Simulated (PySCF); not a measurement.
Molecule: SMILES COB(F)P, CH5BFOP.

Molfile (atoms numbered from 1):
```
CH5BFOP
     RDKit          3D

 10  9  0  0  0  0  0  0  0  0999 V2000
   -1.6623   -0.2052    0.0840 C   0  0  0  0  0  0  0  0  0  0  0  0
   -0.3500   -0.6012   -0.2514 O   0  0  0  0  0  0  0  0  0  0  0  0
    0.6841    0.2500   -0.3277 B   0  0  0  0  0  0  0  0  0  0  0  0
    0.5006    1.5549   -0.1034 F   0  0  0  0  0  0  0  0  0  0  0  0
    2.4189   -0.3781   -0.8921 P   0  0  0  0  0  0  0  0  0  0  0  0
   -1.9822   -0.7532    0.9826 H   0  0  0  0  0  0  0  0  0  0  0  0
   -2.3389   -0.4673   -0.7427 H   0  0  0  0  0  0  0  0  0  0  0  0
   -1.7299    0.8755    0.2773 H   0  0  0  0  0  0  0  0  0  0  0  0
    2.3637   -1.6122   -0.1850 H   0  0  0  0  0  0  0  0  0  0  0  0
    3.1514    0.3263    0.1067 H   0  0  0  0  0  0  0  0  0  0  0  0
  1  2  1  0
  2  3  1  0
  3  4  1  0
  3  5  1  0
  1  6  1  0
  1  7  1  0
  1  8  1  0
  5  9  1  0
  5 10  1  0
M  END
```

Geometry PBE0-D3(BJ)/def2-SVP throughout; GIAO in PySCF 2.14.0 with density-fitted response routines, gas phase, one conformer, non-relativistic; equivalent atoms averaged; functional PBE0.

**Question.** How do the absolute shieldings σ depend on the basis set? (ppm; last column core-seconds on 1 thread of an Arm Neoverse N1, shared host)

**Answer.** 
```
    basis set  functions     C1     O2    B3     F4     P5  H6/H7/H8  H9/H10  core-s
     pcSseg-0         59  139.4  211.0  68.9  233.9  625.6     28.67   31.06     7.6
       6-31G*         84  145.7  223.6  81.6  252.6  606.4     28.27   29.97      11
      cc-pVDZ         99  148.5  220.3  81.4  254.1  624.8     27.57   29.72      13
     def2-SVP         99  146.0  223.8  78.2  259.9  630.5     27.72   29.68      12
  aug-cc-pVDZ        164  146.9  221.0  79.5  259.2  629.6     27.55   29.52      25
6-311+G(2d,p)        173  136.8  207.4  70.2  249.3  575.3     27.79   29.50      25
    def2-TZVP        191  136.5  207.8  70.2  245.1  562.9     27.79   29.47      29
      cc-pVTZ        224  137.3  209.5  71.0  245.9  589.3     27.59   29.46      38
     IGLO-III        234  132.4  205.4  66.0  244.8  581.1     27.64   29.43      36
```

**Question.** Which nucleus moves most, in ppm?

**Answer.** P5 (phosphorus bonded to B, 2 H): from 562.9 ppm with def2-TZVP to 630.5 ppm with def2-SVP. The smallest spread is 1.12 ppm, at H6/H7/H8. Proton shifts span only some 12 ppm, so a few tenths of a ppm matter as much there as several ppm in carbon.

**Question.** Taking the largest basis, IGLO-III (234 functions), as the yardstick, rank the others by their worst heavy-atom deviation.

**Answer.** 6-311+G(2d,p) 5.8 ppm (173 functions), cc-pVTZ 8.2 ppm (224 functions), def2-TZVP 18.2 ppm (191 functions), 6-31G* 25.3 ppm (84 functions), cc-pVDZ 43.6 ppm (99 functions), pcSseg-0 44.5 ppm (59 functions), aug-cc-pVDZ 48.5 ppm (164 functions), def2-SVP 49.4 ppm (99 functions).

A small basis that lands close on one nucleus may do so by chance; judge by the trend and by all nuclei.
